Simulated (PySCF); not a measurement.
Method: PBE-D3(BJ)/def2-TZVP // PBE-D3(BJ)/def2-SVP (PySCF). All species are isolated molecules in the gas phase. 

Reference species: [Cd(Br)(H)] (neutral, multiplicity 1).

```json
{
  "LUMO": "-1.86 eV",
  "HOMO–LUMO gap": "4.98 eV"
}
```

Changed species: [Cd(Br)2] (0 of 2 Br replaced by H; the reference has 1 of 2 Br replaced by H).

Question: What does the change do to the LUMO and HOMO–LUMO gap?

Answer: the LUMO drops by 1.39 eV, to -3.25 eV; the HOMO–LUMO gap falls by 1.08 eV, to 3.90 eV.
